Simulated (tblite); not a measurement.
C6H11NO2Si.
SMILES with atom numbers: `[NH2:1][C:2](=[O:3])[Si@@H:4]1[CH2:5][C@@H:6]([CH:7]2[CH2:8][CH2:9]2)[O:10]1` (hydrogens: H11, H12 on N1; H13 on Si4; H14, H15 on C5; H16 on C6; H17 on C7; H18, H19 on C8; H20, H21 on C9)

Computed with GFN2-xTB (tblite), gas phase: L-BFGS steps from a force-field or distance-geometry start until the largest atomic force falls under 0.01 eV/Å.

Step 5: E = -849.5465 eV
```
atom  x, y, z in Å  |  force x, y, z in eV/Å
N1      3.4336   -0.4198   -0.9990   -0.142   0.122   0.023
C2      3.0170   -0.6597    0.2676    0.117  -0.019  -0.018
O3      3.6104   -1.4614    0.9654   -0.001   0.044   0.122
Si4     1.4512    0.2644    0.9335    0.121  -0.037  -0.018
C5     -0.0273   -0.8980    1.1830    0.013  -0.055   0.016
C6     -0.4311   -0.3883   -0.2116    0.024   0.020  -0.042
C7     -1.8865   -0.1126   -0.4706   -0.022  -0.035  -0.039
C8     -2.5963    1.1313   -0.0482    0.006   0.010   0.061
C9     -2.3662    0.8698   -1.5027    0.048  -0.022  -0.004
O10     0.4481    0.7568   -0.3017    0.017   0.053  -0.075
H11     2.9552    0.2190   -1.6072   -0.075   0.062   0.025
H12     4.2519   -0.8932   -1.3536   -0.032  -0.046   0.057
H13     1.7135    1.2406    1.9737    0.066   0.114  -0.053
H14     0.1150   -1.9679    1.2870   -0.083   0.006  -0.103
H15    -0.7016   -0.5455    1.9576   -0.126  -0.042  -0.068
H16    -0.0882   -1.0915   -0.9728   -0.006  -0.199  -0.145
H17    -2.4384   -1.0430   -0.4087   -0.097  -0.032   0.058
H18    -3.5984    1.0309    0.3345   -0.068   0.035   0.069
H19    -2.0186    1.9093    0.4163    0.105   0.087   0.079
H20    -1.6372    1.4744   -2.0171    0.089  -0.015   0.046
H21    -3.2151    0.6013   -2.1152    0.046  -0.053   0.010
```

Step 6: E = -849.5538 eV
```
atom  x, y, z in Å  |  force x, y, z in eV/Å
N1      3.4298   -0.4178   -0.9963   -0.008   0.040  -0.001
C2      3.0199   -0.6569    0.2721    0.031   0.031  -0.088
O3      3.6141   -1.4598    0.9650    0.040  -0.004   0.197
Si4     1.4507    0.2682    0.9293    0.121   0.018   0.074
C5     -0.0240   -0.9008    1.1812   -0.071   0.032  -0.047
C6     -0.4323   -0.3894   -0.2131    0.100  -0.022  -0.067
C7     -1.8879   -0.1133   -0.4682    0.003  -0.036  -0.023
C8     -2.5958    1.1323   -0.0450    0.027   0.019   0.036
C9     -2.3632    0.8683   -1.5005    0.011   0.018   0.015
O10     0.4485    0.7561   -0.3115    0.023  -0.018   0.033
H11     2.9517    0.2205   -1.6030   -0.097   0.096  -0.008
H12     4.2490   -0.8943   -1.3514   -0.107   0.006   0.073
H13     1.7200    1.2488    1.9734    0.019   0.025  -0.151
H14     0.1065   -1.9720    1.2825   -0.025   0.007  -0.102
H15    -0.7076   -0.5504    1.9482   -0.097  -0.020  -0.020
H16    -0.0876   -1.0954   -0.9725   -0.043  -0.171  -0.144
H17    -2.4426   -1.0419   -0.4065   -0.087  -0.040   0.061
H18    -3.5998    1.0327    0.3376   -0.012   0.047   0.049
H19    -2.0142    1.9105    0.4185    0.057   0.039   0.055
H20    -1.6336    1.4727   -2.0148    0.089  -0.021   0.054
H21    -3.2103    0.5988   -2.1144    0.027  -0.045   0.005
```

Step 7: E = -849.5608 eV
```
atom  x, y, z in Å  |  force x, y, z in eV/Å
N1      3.4262   -0.4154   -0.9934    0.029   0.049  -0.075
C2      3.0239   -0.6545    0.2756   -0.070   0.063  -0.063
O3      3.6178   -1.4573    0.9677    0.069  -0.018   0.203
Si4     1.4523    0.2715    0.9262    0.060   0.033   0.122
C5     -0.0220   -0.9027    1.1787   -0.124   0.090  -0.097
C6     -0.4316   -0.3913   -0.2167    0.118  -0.062  -0.080
C7     -1.8891   -0.1147   -0.4664    0.027  -0.028   0.008
C8     -2.5949    1.1336   -0.0411    0.059   0.017   0.006
C9     -2.3600    0.8671   -1.4981   -0.023   0.049   0.036
O10     0.4496    0.7551   -0.3200    0.037  -0.097   0.111
H11     2.9460    0.2243   -1.5995   -0.060   0.049   0.032
H12     4.2440   -0.8954   -1.3479   -0.109   0.023   0.045
H13     1.7268    1.2575    1.9702   -0.016  -0.032  -0.211
H14     0.0977   -1.9757    1.2761    0.028   0.019  -0.091
H15    -0.7156   -0.5554    1.9387   -0.054  -0.003   0.001
H16    -0.0882   -1.1025   -0.9751   -0.072  -0.105  -0.112
H17    -2.4484   -1.0415   -0.4031   -0.051  -0.019   0.058
H18    -3.6012    1.0356    0.3415    0.064   0.058   0.023
H19    -2.0088    1.9125    0.4219   -0.002  -0.028   0.020
H20    -1.6283    1.4706   -2.0114    0.076  -0.032   0.063
H21    -3.2052    0.5956   -2.1135    0.016  -0.024   0.002
```

**Question.** Estimate the geometry and energy of step 8. (The exact step hangs on the optimiser's Hessian estimate; all steps are aligned on step 7, rigid shifts and turns removed.)

**Answer.** E = -849.5680 eV, largest force 0.227 eV/Å
```
atom  x, y, z in Å  |  force x, y, z in eV/Å
N1      3.4220   -0.4111   -0.9917    0.079  -0.023  -0.005
C2      3.0276   -0.6518    0.2793   -0.117   0.060  -0.015
O3      3.6221   -1.4537    0.9736    0.055   0.040   0.108
Si4     1.4550    0.2745    0.9248   -0.043  -0.004   0.127
C5     -0.0218   -0.9035    1.1745   -0.135   0.090  -0.108
C6     -0.4291   -0.3945   -0.2223    0.070  -0.085  -0.071
C7     -1.8897   -0.1169   -0.4645    0.042  -0.008   0.029
C8     -2.5927    1.1351   -0.0368    0.079  -0.004  -0.018
C9     -2.3570    0.8668   -1.4949   -0.037   0.054   0.046
O10     0.4517    0.7525   -0.3267    0.051  -0.150   0.132
H11     2.9390    0.2290   -1.5950   -0.050   0.038   0.030
H12     4.2373   -0.8965   -1.3435   -0.094   0.040  -0.006
H13     1.7336    1.2667    1.9631   -0.037  -0.047  -0.219
H14     0.0891   -1.9787    1.2673    0.075   0.043  -0.072
H15    -0.7252   -0.5606    1.9288   -0.009   0.014   0.000
H16    -0.0902   -1.1124   -0.9803   -0.084  -0.022  -0.068
H17    -2.4555   -1.0415   -0.3984    0.004   0.020   0.049
H18    -3.6015    1.0397    0.3462    0.138   0.060  -0.002
H19    -2.0030    1.9142    0.4259   -0.045  -0.081  -0.009
H20    -1.6212    1.4678   -2.0066    0.051  -0.045   0.069
H21    -3.1995    0.5917   -2.1125    0.007   0.010   0.004
```

The energy changes by -0.0072 eV. The first-order estimate −F·Δx gives -0.0100 eV and the mean of the old and new forces, exact on a quadratic surface, -0.0072 eV. The step makes an angle of 62° with the force vector and moves no atom by more than 0.015 Å.

What follows is the cost of the whole relaxation. On one thread, Arm Neoverse V1 (aarch64), shared host with 32 logical CPUs at a one-minute load of 18, this took 1.0 s.
